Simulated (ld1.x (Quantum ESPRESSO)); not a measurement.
# An all-electron radial function and its pseudo partner (barium)

Columns: radius, all-electron u(r) and pseudo u(r) of the 5s shell (level -46.11 eV) of barium in the configuration [Kr] 4d10 5s2 5p6 5d0 6s0 6p0; BP86, scalar-relativistic, RRKJ scheme, ld1.x (Quantum ESPRESSO) 7.5.

```tsv
r (bohr)	all-electron	pseudo
0.210	0.3313	0.0601
0.420	-0.3339	0.1597
0.630	-0.4055	0.3146
0.840	0.1154	0.5075
1.050	0.5968	0.6956
1.260	0.8575	0.8323
1.470	0.9282	0.8878
1.680	0.8795	0.8595
1.890	0.7716	0.7683
2.100	0.6441	0.6456
2.310	0.5195	0.5201
2.520	0.4087	0.4087
2.730	0.3155	0.3155
2.940	0.2399	0.2399
3.150	0.1802	0.1802
3.360	0.1339	0.1339
3.570	0.0987	0.0987
3.780	0.0723	0.0723
3.990	0.0526	0.0526
4.200	0.0381	0.0381
4.410	0.0275	0.0275
4.620	0.0198	0.0198
4.830	0.0142	0.0142
5.040	0.0102	0.0102
5.250	0.0073	0.0073
5.460	0.0052	0.0052
```

(1) How many radial nodes do the two functions have?

(2) At about which radius was the pseudo-wave matched?

(3) Where does each function peak?

(4) Is the pseudo-wave norm-conserving?

## Answers

(1) The all-electron 5s function has n − l − 1 = 4 (the table is too coarse to show those close to the nucleus); the pseudo-wave has 0, since the states of the same l below it are removed with the core.

(2) 2.55 bohr, where the columns begin to agree (steps of 0.21 bohr).

(3) Outermost all-electron maximum near 1.47 bohr, pseudo maximum near 1.47 bohr (to the table’s step).

(4) Yes: the RRKJ scheme keeps the norm inside the radius equal to the all-electron one, which fixes the energy derivative of the logarithmic derivative at the level.
